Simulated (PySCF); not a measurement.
# N (nitrogen, neutral) across methods

[He] 2s1 2p3 3s1, high-spin 6S determinant (an excited configuration). All numbers are calculated (PySCF 2.14, no relativity, point nucleus, in aug-cc-pVTZ with one added diffuse shell each of s, p, d, f type (6s5p4d3f, 62 functions)).

```
 method  E (hartree)  mean ε 2s α (eV)  mean ε 2p α (eV)  mean ε 3s α (eV)  Σ⟨r²⟩ (bohr²)   ⟨S²⟩
   MN15     -53.9465           -31.613           -19.710            -2.954          40.28  8.750
   BP86     -53.9891           -28.608           -16.763            -2.567          37.39  8.750
   PBE0     -53.9519           -32.022           -19.003            -2.928          38.04  8.750
    UHF    -53.88959           -42.046           -25.558            -3.997          40.02  8.750
    LDA     -53.5317           -28.201           -16.725            -2.528          37.23  8.750
 r2SCAN     -54.0016           -30.298           -17.525            -2.504          38.20  8.750
    PBE     -53.9361           -28.560           -16.702            -2.478          37.64  8.750
r2SCANh     -54.0013           -31.457           -18.344            -2.669          38.22  8.750
```

The outer electron is Rydberg-like, and this basis confines it to a smaller radius and binds it less than a complete one would.
